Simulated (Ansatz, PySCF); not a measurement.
Si(H)(F)(OH)(NMe2) (C2H8FNOSi), SMILES CN(C)[SiH](O)F. Atoms are numbered in the order given.

```xyz
14

Si     0.5567    -0.6004     0.3060
O      1.0780    -1.3462    -1.0697
F      1.6817     0.3929     0.9294
N     -0.7840     0.4127    -0.0390
C     -1.0695     1.6113     0.7112
C     -1.8411    -0.0178    -0.9203
H      0.3843    -1.6975     1.2839
H      1.2013    -0.7761    -1.8354
H     -1.2731     2.4623     0.0345
H     -1.9528     1.4958     1.3695
H     -0.2083     1.8849     1.3360
H     -1.5385    -0.9202    -1.4722
H     -2.7779    -0.2506    -0.3769
H     -2.0818     0.7634    -1.6661
```

Geometry optimised at PBE0-D3(BJ)/def2-SVP. Other conformers were not sampled.

Two levels are set side by side: PBE-D3(BJ)/def2-SVP (Ansatz, a first-principles code) and PBE0-D3(BJ)/def2-SVP (Ansatz). Each level has its own optimised geometry; the coordinates shown are those of the second. Frequencies come from the Hessian of PySCF at each geometry. Differences are taken from unrounded values.

```
quantity                            PBE0-D3(BJ)  PBE-D3(BJ)  PBE-D3(BJ) minus PBE0-D3(BJ)
----------------------------------  -----------  ----------  ----------------------------
mean bond length (Å)                      1.303       1.314                         0.011
bond Si1–O2 (Å)                           1.649       1.667                         0.018
bond Si1–F3 (Å)                           1.625       1.641                         0.016
bond Si1–N4 (Å)                           1.715       1.731                         0.015
bond N4–C5 (Å)                            1.443       1.452                         0.009
bond N4–C6 (Å)                            1.442       1.451                         0.009
bond Si1–H7 (Å)                           1.480       1.492                         0.012
bond O2–H8 (Å)                            0.963       0.974                         0.012
bond C5–H9 (Å)                            1.106       1.115                         0.009
bond C5–H10 (Å)                           1.108       1.117                         0.009
bond C5–H11 (Å)                           1.099       1.107                         0.008
bond C6–H12 (Å)                           1.100       1.108                         0.008
bond C6–H13 (Å)                           1.108       1.117                         0.009
bond C6–H14 (Å)                           1.107       1.116                         0.009
highest harmonic wavenumber (cm⁻¹)         3921        3748                          -173
mean harmonic wavenumber (cm⁻¹)            1337        1291                           -46
zero-point energy (kcal/mol)              68.79       66.43                         -2.35
```

Exact exchange shortens and stiffens bonds; PBE has none. Differences between two approximate levels are no errors against the true value.
